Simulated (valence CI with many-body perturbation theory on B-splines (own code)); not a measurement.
Values are calculated unless marked as measured or tabulated.
**Run record, Er XXIX**

The program does CI of the valence electrons with many-body perturbation theory for a frozen closed Dirac-Fock core.

Command, and the settings that its task file holds:

```sh
python run_cv.py task.json out
```

```
atom Er  Z=68  mass_number=166  rms_radius_fm=5.2516
core [Kr]
valence 4s4
avg = 1
basis = S
breit = 1
cap = 10000
capref = 1200
cscale = 1
de = 0.0
dress = 0
eps = 2e-08
extrap = 1
h = 0.27
hh = 1
l2 = 3
lcore = 6
maxit = 60
n2 = 5
natural = 1
nlev = 21
nno = [3, 3, 3, 3, 1]
nroot = 26
nsp = [3, 3, 2, 2, 0]
pt2 = 1
qed = 1
rpa = 1
s1 = 1
s2 = 1
s3 = 1
screen = 1
tol = 2e-05
whole = 1
```

Question: What became of the run, and why?

Answer: It gave no result: a shell was given more electrons than it holds. The program said: "a valence shell holds more than 4l+2 electrons".
